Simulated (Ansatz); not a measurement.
B6P4Cl6, a halide-capped nanocrystal cut from zinc blende BP (6 Cl on the cations), relaxed as a singlet with RKS PBE-D4/def2-SVP in Ansatz, starting from the GFN1-xTB geometry. Force threshold 0.03 eV/Å.

Start:

```xyz
16

P     2.103    0.185    0.540
P    -0.196    0.039   -2.162
P    -1.113    1.651    0.865
P    -0.775   -1.881    0.768
B     0.806    1.503    1.147
B    -1.080    1.379   -1.061
B     1.556    0.194   -1.328
B     1.085   -1.390    1.059
B    -0.805   -1.501   -1.141
B    -1.549   -0.188    1.333
Cl    1.494    2.792    2.122
Cl   -2.018    2.553   -1.973
Cl    2.883    0.378   -2.465
Cl    2.013   -2.585    1.953
Cl   -1.516   -2.778   -2.117
Cl   -2.887   -0.348    2.459
```

Estimate the energy that the relaxation releases and the steps that it takes.

8.4 kcal/mol, in 35 steps; 5.1 min on 4 threads of Arm Neoverse V1 on a shared host. The force fell under the threshold at step 10, but the optimiser went on and released 0.354 eV more. No frequencies were taken in this run, so the end may be a saddle point.

Does the start keep its bonding?

By distances, no bond broke or formed. The bond that changes most is P4–B9, from 1.95 to 1.97 Å (atoms count from 1).

Predict the relaxed structure.


```xyz
16

P     2.1351   -0.1055    0.9034
P     0.1601   -0.2168   -2.0017
P    -0.7605    1.9340    0.6383
P    -1.0744   -1.5813    1.0516
B     1.0862    1.5223    1.0724
B    -1.0200    0.9889   -1.0468
B     1.6746    0.3527   -0.9163
B     0.8485   -1.5462    0.8707
B    -0.6923   -1.5851   -0.8813
B    -1.5964    0.2758    1.2251
Cl    1.9738    2.9169    1.6928
Cl   -2.6324    1.1939   -1.7597
Cl    2.6765    1.5644   -1.7345
Cl    1.6175   -3.1295    0.6484
Cl   -1.2079   -3.0387   -1.7318
Cl   -3.1883    0.4542    1.9693
```
Bond lengths: 12 × B–P 1.93 to 1.97 Å; 6 × B–Cl 1.76 to 1.77 Å.
